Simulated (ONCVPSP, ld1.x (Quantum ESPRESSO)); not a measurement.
# Pseudopotentials across the periodic table

Generated with ld1.x 7.5 (TM, RRKJ, ultrasoft, PAW), atompaw 4.2 or ONCVPSP 4.0.1. The cutoff is in Ry: for ld1.x and atompaw files where the sum of valence levels is converged to 10 mRy in a Bessel basis, for ONCV files where the hardest occupied wave has 1 mHa per electron of residual kinetic energy. The error is the largest all-electron minus pseudo excitation energy over each file’s own four to seven test configurations (ionisations up to +4, promotions, holes and added fractions of an electron), all of which were solved. The labels leave out finer settings (local radius, basis sizes, second energies), which also bear on the numbers. Spin-polarised tests are not counted. The rows are a selection from randomly drawn settings: files with unsolved tests, undetermined cutoffs or missed reference levels are left out.

A true bound ghost makes a file unfit for plane-wave use even where its test errors are small: the radial tests pick states by their node count and pass the ghost by.

```csv
element,potential,cutoff (Ry),largest error (meV),bound ghosts
Sc,"ONCV, PBE, scalar-relativistic, rc 1.75/1.15/2.15 (spd), local smoothed, core correction yes, reference 3s2 3p6 3d1 4s1, qcut 6.1/8.6/6.8, projectors 2/1/3",57,+173,none
Co,"ONCV, PBE, scalar-relativistic, rc 1.00/1.30/1.60 (spd), local smoothed, core correction yes, reference 3s2 3p6 3d7 4s2, qcut 11.1/11.3/11.5, projectors 2/2/2",101,+21,none
Cu,"ONCV, LDA (Perdew-Zunger), scalar-relativistic, rc 0.90/0.95/1.55 (spd), local smoothed, core correction yes, reference 3s2 3p6 3d10, qcut 17.5/15.5/11.1, projectors 2/2/2",164,-239,none
Ag,"ONCV, PBEsol, scalar-relativistic, rc 1.30/0.95/2.00 (spd), local smoothed, core correction yes, reference 4s2 4p6 4d10 5s1, qcut 7.5/8.5/8.9, projectors 2/2/3",229,-270,none
Lu,"ONCV, PW91, non-relativistic, rc 2.00/2.00/2.20/0.80 (spdf), local smoothed, core correction no, reference 4f14 5s2 5p6 5d1 6s1, qcut 5.4/6.4/5/19.3, projectors 2/2/2/1",471,-65,"s, p"
```

Question: Fill in the row for Pb: ONCV, PBE, fully relativistic, rc 1.35/1.65/1.40 (spd), local smoothed, core correction yes, reference 5s2 5p6 5d10 6s2 6p1.5, qcut 8.1/7.4/6.8, projectors 2/2/3.

Answer: cutoff 56 Ry, largest error -130 meV, bound ghosts: none.

Question: Fill in the row for C: TM, BLYP, scalar-relativistic, rc 0.95/1.85/1.95 (spd), local s, core correction no, reference 2s2 2p2.

Answer: cutoff 40 Ry, largest error +577 meV, bound ghosts: none.
